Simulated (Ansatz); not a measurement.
Z-matrix (Å, degrees):
```
C
H 1 1.0899
H 1 1.0979 2 108.59
H 1 1.0979 2 108.45 3 116.66
N 1 1.4451 2 108.88 4 121.39
S 5 1.6249 1 117.63 2 177.91
H 6 1.3655 5 104.37 1 -0.85
```
Charge 0, spin multiplicity 2.

Calculation: frozen-core CCSD(T)/cc-pVTZ // B3LYP-D3(BJ)/def2-TZVP (Ansatz, a first-principles code).

```json
{
  "HF energy": "-492.17308 Ha",
  "MP2 correlation energy": "-0.53114 Ha"
}
```

Question: Estimate the CCSD correlation energy, the (T) correction, the total energy and the T1 diagnostic.

Answer: 
| Item | Result |
|---|---|
| CCSD correlation energy | -0.57328 Ha |
| (T) correction | -0.02467 Ha |
| CCSD(T) total energy | -492.77102 Ha |
| T1 diagnostic | 0.024 |
